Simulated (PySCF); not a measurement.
## Bonds of Ga to Cl, Br, O

CCSD(T) in PySCF with def2-TZVPP on every atom, for the lowest determinant that a PBE0 search found; no spin–orbit coupling. D0 is De less the harmonic zero-point energy.

```csv
X,state of GaX,D0(GaX) (eV),D0(X₂) (eV)
Cl,singlet (closed shell),4.72,2.27
Br,singlet (closed shell),4.30,2.03
O,doublet (σ ↑),4.08,4.84
```

**Question.** Give the energy of Ga + X₂ → GaX + X at 0 K for each X.

**Answer.** Cl: 2.27 − 4.72 = -2.45 eV; Br: 2.03 − 4.30 = -2.27 eV; O: 4.84 − 4.08 = +0.76 eV (CCSD(T)/def2-TZVPP; negative means exothermic).

**Question.** Does an atom of Cl displace Br from GaBr?

**Answer.** GaBr + Cl → GaCl + Br has ΔE = 4.30 − 4.72 = -0.42 eV at CCSD(T)/def2-TZVPP, so it is downhill.

Gas-phase diatomics only hint at surface chemistry, where an atom holds several bonds.

Correlated steps freeze the inner cores (2 to 18 orbitals); shallow outer-core shells are correlated. UHF and ROHF references stand side by side, which adds small steps between rows. Where the molecule has an RHF reference, its open-shell atoms are computed with UHF. The CCSD T1 diagnostic is raised in GaO, a sign that a single reference may not be enough there. States were picked by a PBE0 search and need not be the measured ground states.
